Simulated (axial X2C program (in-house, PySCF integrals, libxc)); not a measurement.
## Which molecule has these constants?

All values come from calculations with an in-house relativistic program for diatomic molecules, spin-free (one-electron X2C) or two-component (2c: spin–orbit coupling with atomic mean-field Coulomb and Gaunt terms, which also bring small scalar terms), in Dyall basis sets with cores contracted in-house; open shells are unrestricted.

A two-component PBE0 calculation in a Dyall 3-zeta basis gave Re = 3.087 Å, ωe = 218.7 cm⁻¹, De = 0.05 eV, Ω = 1/2.

**Question.** Which molecule is it?
A. NaK⁺
B. LiK⁺
C. KH⁺

**Answer.** C. The others have LiK⁺ 3.860 Å and 146.5 cm⁻¹ (Ω = 1/2); NaK⁺ 4.104 Å and 85.8 cm⁻¹ (Ω = 1/2).

Each entry is the lowest single determinant of a limited PBE0 search at one distance. De goes to single-determinant-based atoms at the same level (for ions the charge split of lowest energy) and is withheld (n/a) where an atom does not fit its ground term or J level. Main or longest-lived isotopes.
